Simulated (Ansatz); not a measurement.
Frontier orbitals of `B[CH2][AlH][CH3]`.

```xyz
12

B    -0.4518    1.6539    0.9777
C    -1.1578    0.3274    0.8892
Al    0.3063   -0.8849    0.2901
C     0.8940   -0.8947   -1.5642
H    -0.3052    2.3382    0.0015
H     0.0693    2.0066    2.0007
H    -1.5061   -0.1346    1.8157
H    -1.8576    0.1955    0.0553
H     0.9081   -1.8972    1.3550
H     0.8136   -1.8941   -2.0043
H     1.9530   -0.6179   -1.6246
H     0.3340   -0.1980   -2.1922
```

Charge 0, multiplicity 1. The structure was optimised at the PBE0-D4/def2-TZVP level. It is one conformer, not always the lowest. Basis def2-TZVPP, Ansatz 0.2.0.

Orbital energies of one run (eV). Highest occupied ones, from the top: -7.79, -8.03, -8.63, -9.59, -10.80, -10.92, -10.97, -11.80, -13.10, -18.58, -18.96, -72.92, -72.96, -73.17. Empty: -1.90, -0.21, 0.25, 0.84, 1.68, 1.91.

Q: Which functional gave them?
A. LDA (SPW92)
B. B3LYP
C. ωB97M-V
D. r2SCAN0

A: B. HOMO energies: B3LYP -7.79, LDA (SPW92) -7.01, r2SCAN0 -8.18, ωB97M-V -10.21 eV.

B3LYP here is the variant with VWN-RPA as its local correlation; programs differ in this.
